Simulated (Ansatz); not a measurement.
## How methods differ on Si2H4OF2 (SMILES O[SiH](F)[SiH2]F)

Si2H4OF2 has 9 atoms, charge 0, and is taken as a singlet. SMILES: `O[SiH](F)[SiH2]F`. The shape is that of a PBE0-D4/def2-TZVP optimisation. This is one conformer, not always the lowest.

Each level gives the HOMO–LUMO gap (eV). The values are calculated.

| level | kind | program | value (eV) | CPU time |
| --- | --- | --- | --- | --- |
| HF/def2-SVP | Hartree–Fock | Ansatz | 14.00 | 2.9 s |
| SVWN5/def2-SVP | LDA | Ansatz | 5.03 | 4.8 s |
| BLYP/def2-SVP | GGA | Ansatz | 5.26 | 7.6 s |
| PBE/def2-SVP | GGA | Ansatz | 5.20 | 7.7 s |
| B3LYP/def2-SVP | global hybrid | Ansatz | 7.02 | 9.1 s |
| HSE06/def2-SVP | range-separated hybrid | Ansatz | 6.63 | 10 s |
| wB97X/def2-SVP | range-separated hybrid | Ansatz | 11.86 | 34 s |
| PBE-QIDH/def2-SVP | double hybrid | Ansatz | 11.33 | 14 s |

The values span 5.03 to 14.00 eV. Orbital gaps aren't excitation energies, and those of double hybrids come from the SCF part alone; they tend to grow with the share of exact exchange. CPU times are rough (shared hosts, several kinds of processor): they show what a rung costs within a factor of a few.
